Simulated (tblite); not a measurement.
C₇H₁₄OSi.
Geometry (GFN2-xTB, Å), atoms numbered from 1 in this order:
```
atom  x, y, z in Å
C1    -0.770   -2.024    0.223
C2    -1.150   -0.832   -0.223
C3    -2.318   -0.674   -1.149
C4    -0.435    0.407    0.174
O5     0.848    0.217    0.722
C6     1.834   -0.138   -0.221
C7     3.160   -0.306    0.504
C8    -1.229    1.444    0.994
Si9   -0.661    2.116   -0.662
H10    0.058   -2.133    0.901
H11   -1.283   -2.927   -0.062
H12   -2.839   -1.621   -1.266
H13   -3.020    0.065   -0.765
H14   -1.982   -0.338   -2.130
H15    1.558   -1.072   -0.733
H16    1.909    0.652   -0.988
H17    3.942   -0.559   -0.206
H18    3.422    0.617    1.014
H19    3.080   -1.097    1.245
H20   -0.722    1.746    1.899
H21   -2.264    1.195    1.179
H22   -1.640    2.303   -1.716
H23    0.499    2.986   -0.644
```

Level: GFN2-xTB in tblite, geometry and Hessian alike; calculated harmonic values, unscaled, isolated species. Against measured fundamentals such values can be off by several per cent, at times by over 20. Modes of hydrogen on silicon can be 10 to 20 % off. One conformer, not necessarily the lowest.

Harmonic wavenumbers (cm⁻¹): 47.8, 62.0, 139.1, 149.9, 167.9, 180.4, 208.5, 238.1, 276.8, 326.8, 377.2, 400.4, 414.3, 465.2, 503.0, 522.1, 556.8, 627.3, 698.9, 733.9, 742.1, 772.6, 835.7, 852.3, 884.8, 891.8, 950.7, 962.7, 1011.3, 1041.6, 1042.8, 1089.9, 1113.4, 1145.8, 1154.8, 1163.4, 1250.0, 1291.6, 1340.3, 1393.9, 1400.2, 1415.9, 1423.1, 1476.8, 1482.6, 1485.3, 1496.4, 1500.8, 1693.1, 2360.3, 2374.5, 2811.9, 2882.8, 2995.4, 3019.5, 3041.5, 3042.8, 3045.1, 3050.0, 3060.4, 3078.4, 3100.5, 3134.2.

A = 1680, B = 1142, C = 808.4 MHz; mass 142.081 u (most abundant isotopes); point group C1, symmetry number 1.

**Question.** What is the zero-point energy?

**Answer.** ½Σν̃ = 41200 cm⁻¹ = 117.80 kcal/mol.

**Question.** Give the ideal-gas entropy at 273.15 K and 1 bar in the rigid-rotor, harmonic-oscillator model (classical rotation).

**Answer.** Translation 40.36, rotation 29.46, vibration 31.59: S = 101.4 cal/(mol K).

**Question.** And Cp and H(273.15 K) − H(0)?

**Answer.** Cp = 43.23 cal/(mol K), of which vibrations give 35.28 (their classical limit is 63 R = 125.2); H(273.15 K) − H(0) = 6.91 kcal/mol without the zero-point energy, 4.74 from vibrations.

**Question.** What must be added to the electronic energy to get the Gibbs energy at 273.15 K and 1 bar?

**Answer.** ZPE + [H(273.15 K) − H(0)] − T·S = 117.80 + 6.91 − 27.70 = 97.01 kcal/mol.

**Question.** Blend soft modes into free rotors: weight 1/[1 + (100 cm⁻¹/ν̃)⁴] for the oscillator and the rest for a rotor with moment μB/(μ + B), μ = h/(8π²ν), B = 10⁻⁴⁴ kg m². What vibrational entropy results?

**Answer.** 29.53 cal/(mol K) in place of 31.59, which changes −T·S at 273.15 K by +0.56 kcal/mol.

**Question.** Which modes carry the vibrational entropy at 273.15 K?

**Answer.** 47.8 cm⁻¹: 4.73; 62.0 cm⁻¹: 4.22; 139.1 cm⁻¹: 2.65; 149.9 cm⁻¹: 2.51; 167.9 cm⁻¹: 2.29; 180.4 cm⁻¹: 2.16 cal/(mol K); the other 57 give 13.02 together.

**Question.** How do the functions run with temperature in this model?

**Answer.** 
```json
{"T (K)": "50", "S (cal/(mol K))": "59.4", "Cp (cal/(mol K))": "13.3", "H − H(0) (kcal/mol)": "0.50", "G − H(0) (kcal/mol)": "-2.47", "ln q(vib)": "0.52"}
{"T (K)": "100", "S (cal/(mol K))": "71.0", "Cp (cal/(mol K))": "20.7", "H − H(0) (kcal/mol)": "1.36", "G − H(0) (kcal/mol)": "-5.74", "ln q(vib)": "1.79"}
{"T (K)": "298.15", "S (cal/(mol K))": "105.3", "Cp (cal/(mol K))": "46.4", "H − H(0) (kcal/mol)": "8.03", "G − H(0) (kcal/mol)": "-23.37", "ln q(vib)": "7.96"}
{"T (K)": "373.15", "S (cal/(mol K))": "116.7", "Cp (cal/(mol K))": "55.5", "H − H(0) (kcal/mol)": "11.86", "G − H(0) (kcal/mol)": "-31.70", "ln q(vib)": "10.37"}
{"T (K)": "500", "S (cal/(mol K))": "134.9", "Cp (cal/(mol K))": "68.7", "H − H(0) (kcal/mol)": "19.77", "G − H(0) (kcal/mol)": "-47.67", "ln q(vib)": "14.43"}
{"T (K)": "750", "S (cal/(mol K))": "166.5", "Cp (cal/(mol K))": "87.2", "H − H(0) (kcal/mol)": "39.43", "G − H(0) (kcal/mol)": "-85.46", "ln q(vib)": "22.17"}
{"T (K)": "1000", "S (cal/(mol K))": "193.4", "Cp (cal/(mol K))": "99.5", "H − H(0) (kcal/mol)": "62.88", "G − H(0) (kcal/mol)": "-130.54", "ln q(vib)": "29.37"}
```

q(vib) and H(0) count from the zero-point level.

Hindered rotation and anharmonicity are outside this model. Other conformers, if any are populated, would add a mixing term that is left out. The structure is chiral; the term R ln 2 for an equal mix with its mirror image is left out.
